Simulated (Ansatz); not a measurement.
`B[C@H]1C[Si@H]1Cl`. Charge 0, multiplicity 1.

```xyz
11

B     1.374   -0.325    0.791
C     0.344    0.656    0.311
C    -0.251    0.679   -1.119
Si   -1.179   -0.422   -0.013
Cl   -1.136   -2.445   -0.230
H     1.783   -1.188    0.065
H     1.748   -0.283    1.927
H     0.059    1.493    0.948
H     0.378    0.219   -1.876
H    -0.687    1.620   -1.436
H    -2.434   -0.004    0.632
```

Task: List the harmonic frequencies (cm⁻¹, unscaled) at PBE0-D4/def2-TZVP in Ansatz. (Estimate.)

Result: Ansatz gave: 140, 149, 191, 340, 401, 501, 562, 642, 699, 733, 787, 823, 907, 936, 985, 1005, 1096, 1123, 1220, 1355, 1420, 2296, 2569, 2648, 3135, 3140, 3218.

Task: Is this a minimum?

Result: Yes, all 27 modes are real.

Task: Give the ideal-gas thermochemistry at 298.15 K and 1 bar (rigid rotor, harmonic oscillator; point group C1, symmetry number 1).

Result: Zero-point energy 197.5 kJ/mol; H(298) − E = 217.2 kJ/mol; entropy 334.5 J/(mol·K), of which translation 166.8, rotation 113.0, vibration 54.7; G(298) − E = 117.5 kJ/mol.

Task: And at 400, 500, 600, 800 and 1000 K?

Result: 
```tsv
T (K)	H − E (kJ/mol)	S (J/mol/K)	G − E (kJ/mol)
400	229.4	369.6	81.6
500	243.6	401.1	43.0
600	259.5	430.0	1.5
800	295.0	481.0	-89.8
1000	334.2	524.7	-190.5
```

Task: Rotational constants (cm⁻¹)?

Result: 0.1841, 0.07571, 0.06263.
